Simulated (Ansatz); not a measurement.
Geometry optimisation, Ansatz, RKS PBE/def2-mTZVP.

Input file:

```yaml
crystal:
  periodic: [false, false, false]
  atoms:
    - { symbol: "N", position_ang: [0.1621, 2.2862, -0.9697] }
    - { symbol: P, position_ang: [-0.3543, 0.6959, -1.055] }
    - { symbol: S, position_ang: [0.1346, 0.2725, 0.9164] }
    - { symbol: Si, position_ang: [-0.1666, -1.8287, 0.9149] }
    - { symbol: H, position_ang: [-0.5573, 2.8512, -0.4429] }
    - { symbol: H, position_ang: [0.9927, 2.4314, -0.472] }
    - { symbol: H, position_ang: [0.41388, 2.11777, -1.9646] }
    - { symbol: H, position_ang: [0.6367, -2.4749, -0.126] }
    - { symbol: H, position_ang: [0.0953, -2.3851, 2.2934] }
    - { symbol: H, position_ang: [-1.676, -2.065, 0.6477] }
basis:
  gaussian: { orbitals: def2-mTZVP }
hamiltonian:
  xc: pbe
relax:
  f_tol: 0.02
  max_steps: 50
```

Run as:

```bash
$ ansatz run input.yaml --threads 2 --pin off --max-ram 3072MiB --backend cpu --events-out ev --progress --plain --runs-dir out
```

Task: Where does it end, and by what steps?

Result: It converged. After 16 steps the energy has fallen by 2.107 eV; H6 moved furthest, 1.38 Å.

```csv
step,energy less start (eV),largest force component (eV/Å),accepted
0,0.0000,5.690,yes
1,-0.9970,2.969,yes
2,-1.4789,1.284,yes
3,-1.6047,0.754,yes
4,-1.7155,0.397,yes
5,-1.7862,0.354,yes
6,-1.8532,0.612,yes
7,-1.9290,0.650,yes
8,-1.9981,0.498,yes
9,-2.0346,0.336,yes
10,-2.0603,0.197,yes
11,-2.0780,0.193,yes
12,-2.0914,0.135,yes
13,-2.1007,0.144,yes
14,-2.1048,0.077,yes
15,-2.1064,0.052,yes
16,-2.1068,0.018,yes
```

```xyz
10
Properties=species:S:1:pos:R:3
N 0.310 1.802 -0.931
P -1.488 0.982 -0.751
S -1.168 0.409 1.294
Si -0.173 -1.459 0.841
H 0.457 2.525 -0.216
H 1.061 1.105 -0.834
H 0.394 2.241 -1.857
H 1.032 -1.182 -0.017
H 0.333 -2.121 2.096
H -1.076 -2.402 0.116
```

The run took 40 s on 2 threads of Arm Neoverse V1, on a shared host, peak memory 0.15 GiB.
